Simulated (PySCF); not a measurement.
# Removal energies of W⁴⁶⁺ from EOM-IP-GCCSD

Reference: closed-shell W⁴⁶⁺, [Ar] 3d10; one electron is removed. Calculated with PySCF 2.14, two-component X2C-1e with screened spin-orbit coupling, an even-tempered Gaussian basis (18 s from 3.9 bohr⁻², ratio 2.6; 15 p from 5 bohr⁻², ratio 2.6; 10 d from 5 bohr⁻², ratio 2.6; 5 f from 5.1 bohr⁻², ratio 2.8); frozen [Ar]; the 98 highest virtual spinors dropped; of the others 70 kept and the rest restored at second order. No Breit or QED terms. Binding energies in eV.

```tsv
level	Koopmans	second order	EOM-CCSD
3d3/2	4126.1	4125.3	4125.4
3d5/2	4057.7	4057.1	4057.2
```

For comparison, the ionisation energy of W⁴⁶⁺ is 4057 ± 3 eV (measured; NIST Atomic Spectra Database, ionization energies).
